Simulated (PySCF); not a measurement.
Dipole moment and polarisability of `Nc1ccccc1F`

Species: C6H6FN.
Geometry (GFN2-xTB, Å), atoms numbered from 1 in this order:
```xyz
14
C6H6FN angstrom
N     -2.287   -0.114    0.045
C     -0.914   -0.064    0.040
C     -0.131   -1.141    0.459
C      1.247   -1.093    0.374
C      1.887    0.028   -0.128
C      1.135    1.114   -0.546
C     -0.237    1.054   -0.457
F     -0.979    2.126   -0.851
H     -2.768    0.766   -0.044
H     -2.719   -0.787    0.656
H     -0.624   -2.018    0.851
H      1.828   -1.939    0.708
H      2.962    0.061   -0.193
H      1.599    2.005   -0.937
```

Level: wB97X-D/def2-SVPD (PySCF), static field, nuclei fixed, core orbitals frozen in the response. The polarisability tensor in these axes (au):

```
x   100.82  -0.75  -1.85
y    -0.75  79.25 -13.28
z    -1.85 -13.28  53.23
```

Diagonalise the tensor; give its mean and Δα, where Δα² is half the sum of the squared differences of the eigenvalues.

Principal values 47.58, 84.83 and 100.90 au; mean 77.77 au = 11.52 Å³ = 12.82 × 10⁻⁴⁰ C²·m²/J; Δα = 47.38 au (61 % of the mean).

What is the dipole moment, and where does it point?

(-0.63, -1.01, 1.24) D, 1.72 D in size, pointing from the negative to the positive side. Measured along this direction, the outermost atoms are H14 at the negative end and H11 and H10 at the positive end.

Form Σ f/ω² (atomic units) for the 8 lowest TDDFT singlets, given as eV and f, and set it beside the mean polarisability, which is this sum over all singlets: 5.00, 0.0468; 5.81, 0.1379; 6.05, 0.0032; 6.73, 0.0036; 6.82, 0.4077; 6.97, 0.3314; 7.03, 0.1724; 7.57, 0.0014.

They add up to 18.68 au, 24.0 % of the 77.77 au; the largest single term is 6.49 au, from the state at 6.82 eV. Terms in order: 1.39, 3.03, 0.07, 0.06, 6.49, 5.05, 2.58, 0.02 au. Higher excitations give the rest. The strengths listed sum to 1.104.

Find the Langevin capture rate constant for NO+ (29.998 u) meeting this molecule (111.048 u), k = 2.342 × 10⁻⁹ cm³/s × √(α in Å³ / reduced mass in u).

The reduced mass is 23.62 u, so k = 1.64 × 10⁻⁹ cm³/s. The formula leaves out the permanent dipole, which adds to the capture rate.

Give the principal axes and the span of the nuclei along them.

Largest value along (1.00, -0.01, -0.04), where the nuclei span 5.74 Å; middle along (0.00, 0.92, -0.39), 4.48 Å; least along (0.04, 0.39, 0.92), 0.29 Å. The response follows the extents in order.

Molar refractivity from α?

Lorentz–Lorenz: R = (4π/3)N_A α = 2.5225 cm³/(mol·Å³) × 11.52 Å³ = 29.1 cm³/mol, in the limit of long wavelengths.

Geometry: GFN2-xTB; no solvent, vibrations or thermal averaging.

These values come from a run that also computed excited states. Time: 40 s wall. Hardware: one thread, Arm Neoverse V1 (shared host).
